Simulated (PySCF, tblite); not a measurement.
Species: C5H11NO2Si.
Structure used (GFN2-xTB), in Å, numbered top down from 1:
```xyz
20
C5H11NO2Si angstrom
C     -1.606   -1.243    0.923
O     -1.195   -0.503   -0.204
C      0.130   -0.358   -0.489
C      0.426    0.267   -1.632
Si    -0.956    0.845   -2.755
C      1.162   -0.809    0.508
C      1.233    0.164    1.688
N      1.410    1.447    1.310
O      1.155   -0.183    2.844
H     -2.687   -1.125    0.967
H     -1.368   -2.306    0.813
H     -1.165   -0.866    1.849
H      1.464    0.411   -1.887
H     -1.809    1.800   -2.043
H     -1.754   -0.291   -3.218
H     -0.333    1.515   -3.902
H      2.140   -0.825    0.025
H      0.952   -1.806    0.899
H      1.365    1.709    0.339
H      1.428    2.167    2.012
```

Method used: PBE0/pcSseg-1 in PySCF (dipole) on a GFN2-xTB geometry, gas phase.

Take the most abundant isotopes and a rigid rotor. The values belong to one conformer with, in the numbering `[CH3:1][O:2]/[C:3](=[CH:4]\[SiH3:5])[CH2:6][C:7]([NH2:8])=[O:9]`, C1–O2–C3–C4 175°, O2–C3–C6–C7 -74°, C3–C6–C7–N8 -53°, C6–C7–N8–H 8° and 177°.

Task: What are A, B and C (cm⁻¹)?

Result: Ia = 219.29, Ib = 621.51, Ic = 744.92 u·Å²; 505379 MHz·u·Å²/I gives 2305, 813.1 and 678.4 MHz, that is A = 0.07687, B = 0.02712, C = 0.02263 cm⁻¹.

Task: Classify the top.

Result: An asymmetric top. Ray's parameter κ = (2B − A − C)/(A − C) = -0.834; −1 is the prolate and +1 the oblate limit.

Task: What does the inertial defect say?

Result: Not planar: Δ = Ic − Ia − Ib = -95.89 u·Å². For a rigid frame Δ = −2 Σ m c², so Σ m c² = 47.94 u·Å² lies off the ab plane: 14.78 from hydrogen and 33.17 from heavier atoms. The atom farthest from that plane is 1.83 Å away.

Task: Give the other two planar moments, Paa and Pbb, and the rms extents of the mass along the axes.

Result: Paa = Σ m a² = (Ib + Ic − Ia)/2 = 573.57 and Pbb = Σ m b² = (Ia + Ic − Ib)/2 = 171.35 u·Å². With the mass M = 145.06 u, the rms extents √(P/M) along a, b and c are 1.99, 1.09, 0.57 Å.

Task: List the rotational levels J(Ka,Kc) to J = 5 (MHz).

Result: Above 0(0,0):
J = 1: 1(0,1) 1492, 1(1,1) 2983, 1(1,0) 3118
J = 2: 2(0,2) 4466, 2(1,2) 5832, 2(1,1) 6236, 2(2,1) 10710, 2(2,0) 10719
J = 3: 3(0,3) 8906, 3(1,3) 10099, 3(1,2) 10907, 3(2,2) 15185, 3(2,1) 15228, 3(3,1) 22984, 3(3,0) 22985
J = 4: 4(0,4) 14787, 4(1,4) 15779, 4(1,3) 17124, 4(2,3) 21144, 4(2,2) 21273, 4(3,2) 28967, 4(3,1) 28969, 4(4,1) 39864, 4(4,0) 39864
J = 5: 5(0,5) 22081, 5(1,5) 22866, 5(1,4) 24877, 5(2,4) 28583, 5(2,3) 28875, 5(3,3) 36451, 5(3,2) 36461, 5(4,2) 47341, 5(4,1) 47341, 5(5,1) 61352, 5(5,0) 61352

Task: Which types of transition are allowed, and where do some lines up to J = 3 fall?

Result: The dipole components are |μa| = 0.43 D, |μb| = 0.82 D, |μc| = 0.17 D. The squared components, which scale the intensities, stand as 0.27 : 1.00 : 0.04 (a : b : c). Some lines, for components of 0.1 D or more:

```tsv
type	branch	J(Ka,Kc)	MHz	lower level (cm⁻¹)
c	Q	3(1,3) ← 3(0,3)	1193	0.297
c	Q	2(1,2) ← 2(0,2)	1365	0.149
a	R	1(0,1) ← 0(0,0)	1492	0.000
a	R	2(0,2) ← 1(0,1)	2974	0.050
a	R	2(1,1) ← 1(1,0)	3118	0.104
c	Q	3(2,2) ← 3(1,2)	4278	0.364
b	Q	3(2,1) ← 3(1,2)	4321	0.364
b	R	2(1,2) ← 1(0,1)	4340	0.050
a	R	3(0,3) ← 2(0,2)	4440	0.149
a	R	3(2,2) ← 2(2,1)	4475	0.357
b	R	2(2,1) ← 1(1,0)	7592	0.104
b	R	3(2,2) ← 2(1,1)	8949	0.208
c	R	3(2,1) ← 2(1,1)	8992	0.208
b	R	3(2,1) ← 2(1,2)	9397	0.195
c	R	3(3,0) ← 2(2,0)	12266	0.358
b	R	3(3,0) ← 2(2,1)	12274	0.357
```

Its GFN2-xTB frequencies are all real (lowest 30 cm⁻¹). Zero-point vibration and centrifugal distortion are left out. A rigid rotor knows nothing of internal rotation, which can split or shift real lines. Quadrupole hyperfine structure (14N) is left out.
